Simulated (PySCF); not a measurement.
Vertical excitations of a molecule C2H6OSi2 from PySCF 2.14.0 with TDDFT-PBE/def2-SVPD, as energy in eV (oscillator strength): 5.34 (0.025), 5.42 (0.021), 5.83 (0.001), 5.84 (0.018), 6.02 (0.028), 6.11 (0.001), 6.36 (0.019), 6.40 (0.036), 6.50 (0.000), 6.51 (0.018). Lowest triplet (TDA): 4.69 eV. Coordinates come from a ωB97X-D3(BJ)/def2-SVP optimisation. The values are those of a single conformer.

Q: Which molecule gave these data?
A. C#C[SiH2][SiH2]O
B. C#C[Si@H](O)[SiH3]
C. O=C1C[SiH2][SiH2]1
D. C=C1[SiH2]O[SiH2]1

A: A, C#C[SiH2][SiH2]O
